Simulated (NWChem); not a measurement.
System: NbNHF$_{3}$; SMILES [NH]=[Nb]([F])([F])[F]

Here is an NWChem input.

```
start job
memory heap 200 mb stack 900 mb global 1100 mb
geometry units angstroms noautoz
  Nb     0.000000     0.000000     0.021376
  N      0.000000     0.000000     1.749523
  H      0.000000     0.000000     2.764947
  F     -0.645726     1.658186    -0.538664
  F     -1.113168    -1.388309    -0.538664
  F      1.758895    -0.269878    -0.538664
end
basis spherical
  * library def2-svp
end
ecp
  Nb library def2-ecp
end
dft
  xc becke97-d
  disp vdw 2
  iterations 150
  mulliken
end
task dft energy
```

Excerpt of the output:

```
             Northwest Computational Chemistry Package (NWChem) 7.3.0
             --------------------------------------------------------

 C3V symmetry detected

                             Geometry "geometry" -> ""
                             -------------------------

 Output coordinates in angstroms (scale by  1.889725989 to convert to a.u.)

  No.       Tag          Charge          X              Y              Z
 ---- ---------------- ---------- -------------- -------------- --------------
    1 Nb                  41.0000     0.00000000     0.00000000     0.00369053
    2 N                    7.0000     0.00000000     0.00000000     1.73183753
    3 H                    1.0000     0.00000000     0.00000000     2.74726153
    4 F                    9.0000     1.25828147     1.25828147    -0.55634947
    5 F                    9.0000    -1.71884445     0.46056298    -0.55634947
    6 F                    9.0000     0.46056298    -1.71884445    -0.55634947

 Effective nuclear repulsion energy (a.u.)     493.4833633455

      Symmetry information
      --------------------

 Group name             C3v
 Group number             17
 Group order               6
 No. of unique centers     4

                                 NWChem DFT Module
                                 -----------------

 Summary of "ao basis" -> "ao basis" (spherical)
 ------------------------------------------------------------------------------
       Tag                 Description            Shells   Functions and Types
 ---------------- ------------------------------  ------  ---------------------
 Nb                         def2-svp                11       31   5s3p2d1f
 N                          def2-svp                 6       14   3s2p1d
 H                          def2-svp                 3        5   2s1p
 F                          def2-svp                 6       14   3s2p1d

      Symmetry analysis of basis
      --------------------------

        a1         31
        a2          5
        e          56

  Rotation of axis

            General Information
            -------------------
          SCF calculation type: DFT
          Wavefunction type:  closed shell.
          No. of atoms     :     6
          No. of electrons :    48
           Alpha electrons :    24
            Beta electrons :    24
          Charge           :     0
          Spin multiplicity:     1
          Use of symmetry is: on ; symmetry adaption is: on
          Maximum number of iterations: 150
          AO basis - number of functions:    92
                     number of shells:    38
          Convergence on energy requested:  1.00D-06
          Convergence on density requested:  1.00D-05
          Convergence on gradient requested:  5.00D-04

              XC Information
              --------------
                   Becke 97-D Method XC Functional
                  Becke 1997-D Exchange Functional  1.000
                Becke 1997-D Correlation Potential  1.000

             Grid Information
             ----------------
          Grid used for XC integration:  medium
          Radial quadrature: Mura-Knowles
          Angular quadrature: Lebedev.
          Tag              B.-S. Rad. Rad. Pts. Rad. Cut. Ang. Pts.
          ---              ---------- --------- --------- ---------
          Nb                  1.45      123           9.0       590
          N                   0.65       49           8.0       434
          H                   0.35       45          11.0       434
          F                   0.50       49          10.0       434
          Grid pruning is: on
          Number of quadrature shells:   266
          Spatial weights used:  Erf1

      Superposition of Atomic Density Guess
      -------------------------------------

 Sum of atomic energies:        -417.37273167

      Non-variational initial energy
      ------------------------------

 Total energy =    -408.939448
 1-e energy   =   -1010.671980
 2-e energy   =     388.114861
 HOMO         =      -0.396171
 LUMO         =      -0.037322

      Symmetry analysis of molecular orbitals - initial
      -------------------------------------------------

  Numbering of irreducible representations:

     1 a1          2 a2          3 e

  Orbital symmetries:

     1 a1          2 e           3 e           4 a1          5 a1
     6 a1          7 e           8 e           9 a1         10 e
    11 e          12 a1         13 a1         14 e          15 e
    16 e          17 e          18 a1         19 a2         20 e
    21 e          22 a1         23 e          24 e          25 a1
    26 e          27 e          28 a1         29 e          30 e
    31 a1         32 e          33 e          34 a1

     ---------------------------------------------
      Total Density - Mulliken Population Analysis
     ---------------------------------------------

    Atom       Charge   Shell Charges
 -----------   ------   -------------------------------------------------------
    1 Nb  13    10.02  -0.33  1.61  0.76  0.16  0.03  5.93  0.22  0.07  1.25  0.22  0.10
    2 N    7     8.18   1.99  1.10  0.56  2.75  1.77  0.01
    3 H    1     0.76   0.59  0.12  0.04
    4 F    9     9.68   1.99  1.16  0.80  3.56  2.16  0.00
    5 F    9     9.68   1.99  1.16  0.80  3.56  2.16  0.00
    6 F    9     9.68   1.99  1.16  0.80  3.56  2.16  0.00

[...]
```

Level: B97-D/def2-SVP with def2 effective core potentials on Nb. Coordinates come from a PBE0/def2-SVP optimisation. def2 effective core potentials on Nb; no spin-orbit coupling.
